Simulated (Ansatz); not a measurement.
Gas-phase reaction 2 R1 + R2 → 2 P1 + P2, each structure at its B3LYP-D3(BJ)/def2-TZVP stationary point, reached from a drawn start (curvature not checked).
P1, CH4 (SMILES C) (charge 0, multiplicity 1, Z-matrix in Å and degrees):
```
C
H 1 1.0893
H 1 1.0893 2 109.47
H 1 1.0893 2 109.47 3 -120.00
H 1 1.0893 2 109.47 3 120.00
```
R1, H2 (SMILES [H][H]) (charge 0, multiplicity 1):
```xyz
2

H      0.00000     0.00000     0.37199
H      0.00000     0.00000    -0.37199
```
P2, SiH4 (SMILES [SiH4]) (charge 0, multiplicity 1):
| atom | x (Å) | y (Å) | z (Å) |
|---|---|---|---|
| Si | 0.0000 | 0.0000 | 0.0000 |
| H | 0.8547 | 0.8547 | 0.8547 |
| H | -0.8547 | -0.8547 | 0.8547 |
| H | -0.8547 | 0.8547 | -0.8547 |
| H | 0.8547 | -0.8547 | -0.8547 |
R2: C2H8Si (SMILES C[SiH2]C), charge 0, multiplicity 1.

P less R. No zero-point or thermal terms.

Frozen-core correlation throughout.

Programs: Ansatz (Gaussian basis) for Hartree–Fock, density functionals and correlated methods. All values are computed, each at the level named.

Total energies in hartree:

```
structure  PBE/def2-TZVPP  B3LYP/def2-TZVPP  CCSD(T)/cc-pV(Q+d)Z
---------  --------------  ----------------  -------------------
P1             -40.464286        -40.539117           -40.450883
R1              -1.166122         -1.180004            -1.173794
P2            -291.721620       -291.917183          -291.452235
R2            -370.295539       -370.607005          -369.985314
```

Question: Work out the reaction energy at each level in kcal/mol (1 hartree = 627.50947 kcal/mol), and say how far PBE/def2-TZVPP lies from CCSD(T)/cc-pV(Q+d)Z.

Answer: 
- PBE/def2-TZVPP: 2 × (-40.464286) + (-291.721620) − (-370.295539) − 2 × (-1.166122) = -0.022409 hartree = -14.06 kcal/mol
- B3LYP/def2-TZVPP: 2 × (-40.539117) + (-291.917183) − (-370.607005) − 2 × (-1.180004) = -0.028404 hartree = -17.82 kcal/mol
- CCSD(T)/cc-pV(Q+d)Z: 2 × (-40.450883) + (-291.452235) − (-369.985314) − 2 × (-1.173794) = -0.021099 hartree = -13.24 kcal/mol
PBE/def2-TZVPP less CCSD(T)/cc-pV(Q+d)Z: -0.82 kcal/mol. CCSD(T)/cc-pV(Q+d)Z is the level counted from, the highest shown, and no exact or measured value.

Ansatz is an electronic-structure program.
